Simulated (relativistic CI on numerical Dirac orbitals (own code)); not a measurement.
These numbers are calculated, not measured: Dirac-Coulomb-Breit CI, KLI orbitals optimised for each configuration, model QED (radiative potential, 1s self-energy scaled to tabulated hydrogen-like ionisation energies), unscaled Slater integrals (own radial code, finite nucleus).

The strongest absorption lines from the ground level of an ion, among the configurations computed and to levels below about 314 eV (vacuum wavelength in Å, gf): 51.843 (0.18), 52.275 (0.33), 53.178 (0.58), 60.338 (0.17), 60.527 (0.39), 61.700 (0.5), 65.173 (0.27), 66.608 (0.58).

(1) Which ion is it?
A. Pd²⁵⁺
B. Cd²⁹⁺
C. Cd²⁷⁺
D. Te³¹⁺

Answers

(1) C. Cd²⁷⁺ has 21 electrons and the ground level 3s2 3p6 3d3 4F_3/2; the strongest line goes to 3s2 3p5 3d4 4D°_1/2. The pattern of lines fixes the number of electrons, and along that sequence the line energies rise steadily with the charge (about as its square where n changes within one kind of shell, about linearly where n is kept but much faster in heavy ions where fine structure, which grows about as Z⁴, sets the gap, and irregularly where shells cross), which fixes Z. Configurations outside the model, such as inner-shell arrays, can give stronger lines. At this charge energies of transitions that change n are usually good to better than 1 %, and those within a shell (Δn = 0) to a few per cent. Terms inside the open d or f shell come out 10 to 20 % too wide with unscaled integrals.

LS names give the leading component of a level, which can be under half, so a name can repeat, a term be missing and a line seem to break the LS rules.
